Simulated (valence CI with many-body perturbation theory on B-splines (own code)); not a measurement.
Rh²⁴⁺: key properties

Level of theory: relativistic CI+MBPT: three valence electrons over a frozen Dirac-Fock core [Ar], a basis of 9 s, 9 p, 10 d, 8 f, 5 g, 3 h, 1 i functions for each j, with the one-electron correlation potential Σ1, the two-electron term Σ2, the three-electron term Σ3, Breit, model QED; selected CI, second order for the rest (own B-spline code, finite nucleus).

No measured levels were compared; by estimate terms of the open shell hold to 2 to 4 % of their energy, and close levels can change places. Only levels of the ground parity were solved; by the run's estimate the other parity begins above the list, which can be wrong where configurations are misplaced.

Names give the largest LS component (configuration and term), which can be under half, so a name can repeat, a term be missing and a line seem to break the LS rules; names also repeat where a configuration has a term twice.

Rates and lifetimes use the calculated energies. Strong lines usually hold to 10 to 20 %, long lifetimes can be off by a factor of two.

**Question.** What is the ground level?

**Answer.** 3d³ ⁴F_3/2, composition 84 % 3d³ ⁴F + 14 % 3d³ ²D, g = 0.475.

**Question.** What is the ionisation energy?

**Answer.** 1201.8 eV; NIST lists 1202 ± 4 eV (theoretical).

**Question.** How well does LS coupling describe the low levels?

**Answer.** Among the lowest 19 levels the leading LS term, summed over configurations, holds 78 % on average. For single configurations the figures are 78 % in LS and 75 % in jj coupling. Terms mix most in the J = 3/2 level at 15.943 eV, where the leading one holds 47 %.

**Question.** How is the term ⁴F of the ground level split?

**Answer.** J = 3/2 at 0.000, J = 5/2 at 3.368, J = 7/2 at 6.086, J = 9/2 at 7.940 eV.
